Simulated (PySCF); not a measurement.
## Electronic structure of Ca (calcium, neutral) at the r2SCAN level

Configuration: [Ar] 3d1 4s1, high-spin 3D determinant (an excited configuration). Computed with PySCF 2.14 in dyall-av3z, with the spin-free X2C one-electron Hamiltonian (Gaussian nucleus).

```
Total energy                                                  : -680.335 hartree
One-electron energy                                           : -931.492 hartree
Hartree (Coulomb) energy                                      : 287.473 hartree
Exchange-correlation energy                                   : -36.317 hartree
⟨S²⟩                                                          : 2.0007
⟨L²⟩                                                          : 6.012
Sum of ⟨r⟩                                                    : 20.74 bohr
Sum of ⟨r²⟩                                                   : 54.81 bohr²
Traceless quadrupole moment −½Σ⟨3z² − r²⟩ along its main axis : 6.07 e·bohr²
Langevin diamagnetic susceptibility                           : -43.4 ×10⁻⁶ cm³/mol
Time after the integrals                                      : about 11 core-seconds
```

| shell | electrons | mean orbital energy (eV) | spread (eV) | rms radius, mean of both spins (bohr) |
| --- | --- | --- | --- | --- |
| 1s α | 1 | -3963.9 | 0 | 0.0889 |
| 1s β | 1 | -3963.8 | 0 | 0.0889 |
| 2s α | 1 | -419.44 | 0 | 0.395 |
| 2s β | 1 | -419.41 | 0 | 0.395 |
| 2p α | 3 | -337.52 | 0.078 | 0.364 |
| 2p β | 3 | -337.49 | 0.086 | 0.364 |
| 3s α | 1 | -47.554 | 0 | 1.25 |
| 3s β | 1 | -47.170 | 0 | 1.25 |
| 3p α | 3 | -27.703 | 0.112 | 1.39 |
| 3p β | 3 | -27.263 | 0.539 | 1.39 |
| 4s α | 1 | -3.902 | 0 | 4.40 |
| 3d α | 1 | -1.110 | 0 | 4.43 |

Densities and radii are taken from the X2C orbitals without a picture-change correction, which distorts them close to the nucleus.
